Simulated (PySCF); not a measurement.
A structure optimised at PBE0-D3(BJ)/def2-SVP, used in a PySCF frequency run:

```
B
O 1 1.3768
H 2 0.9595 1 112.23
N 1 1.4060 2 116.65 3 180.00
H 4 1.0083 1 123.39 2 180.00
H 4 1.0112 5 114.65 1 180.00
C 1 1.5853 2 121.56 3 0.00
H 7 1.1002 1 113.57 2 180.00
H 7 1.1034 8 107.41 1 -122.88
H 7 1.1034 8 107.41 9 -114.23
```

Write its SMILES, formula and point group.

CB(N)O, CH6BNO, Cs

What are its rotational constants (standard atomic weights)?

9.2387, 7.9943, 4.4035 GHz
